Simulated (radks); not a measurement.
Kinetic energies: the exact non-interacting value of the Kohn-Sham orbitals and orbital-free approximations, as 100 (|E| - |E exact|)/|E exact|, negative where the magnitude is too small. Species: N3+ [He] 2s2; H 1s1; C2+ [He] 2s2; Li [He] 2s1. Calculated with a radial shooting solver on a logarithmic mesh with Libxc functionals: non-relativistic Kohn-Sham, PBE, spin-polarised, spherical densities, point nucleus. Every spin shell is full or empty, so the densities are truly spherical. Functionals are evaluated on that one density, not self-consistently.

\begin{tabular}{lrrrr}
functional & N3+ & H & C2+ & Li \\ \hline
exact (hartree) & 51.0416 & 0.494812 & 36.3762 & 7.41580 \\
Thomas-Fermi & -10.59 & -8.99 & -10.48 & -10.26 \\
von Weizsacker & -10.09 & 0.00 & -9.32 & -2.71 \\
TF + vW & +79.32 & +91.01 & +80.20 & +87.03 \\
TF + vW/9 & -0.60 & +2.12 & -0.41 & +0.55 \\
TF + vW/5 & +7.39 & +11.01 & +7.65 & +9.20 \\
revAPBEK & +0.23 & +2.46 & +0.42 & +1.14 \\
Perdew 92 & -0.58 & +2.14 & -0.39 & +0.57 \\
Pearson & -4.70 & -2.89 & -4.56 & -4.09 \\
LKT & +51.12 & +61.68 & +51.83 & +57.62 \\
PG1 & +43.87 & +54.24 & +44.54 & +50.11 \\
Ernzerhof & +1.37 & +5.74 & +1.58 & +3.36 \\
\end{tabular}
